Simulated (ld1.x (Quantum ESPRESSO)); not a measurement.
Reading a pseudo-wave (Zr)

Columns: radius, all-electron u(r) and pseudo u(r) of the 5s shell (level -5.16 eV) of zirconium in the configuration [Kr] 4d2 5s1 5p1; PBE, scalar-relativistic, TM semilocal scheme, ld1.x (Quantum ESPRESSO) 7.5.

```
r (bohr)  all-electron  pseudo
   0.168       -0.0422  0.0168
   0.335        0.1711  0.0341
   0.503        0.0405  0.0525
   0.670       -0.1565  0.0725
   0.838       -0.2657  0.0949
   1.005       -0.2709  0.1203
   1.172       -0.2019  0.1497
   1.340       -0.0918  0.1843
   1.508        0.0326  0.2248
   1.675        0.1533  0.2715
   1.842        0.2619  0.3241
   2.010        0.3548  0.3810
   2.178        0.4300  0.4379
   2.345        0.4881  0.4895
   2.512        0.5311  0.5312
   2.680        0.5611  0.5611
   2.848        0.5794  0.5794
   3.015        0.5881  0.5881
   3.182        0.5888  0.5888
   3.350        0.5828  0.5828
   3.518        0.5713  0.5713
   3.685        0.5556  0.5556
   3.852        0.5367  0.5367
   4.020        0.5150  0.5150
   4.188        0.4916  0.4916
   4.355        0.4671  0.4671
```

(1) How many radial nodes do the two functions have?

(2) At about which radius was the pseudo-wave matched?

(3) Is the pseudo-wave norm-conserving?

Answers

(1) The all-electron 5s function has n − l − 1 = 4 (the table is too coarse to show those close to the nucleus); the pseudo-wave has 0, since the states of the same l below it are removed with the core.

(2) 2.65 bohr, where the columns begin to agree (steps of 0.17 bohr).

(3) Yes: the TM semilocal scheme keeps the norm inside the radius equal to the all-electron one, which fixes the energy derivative of the logarithmic derivative at the level.
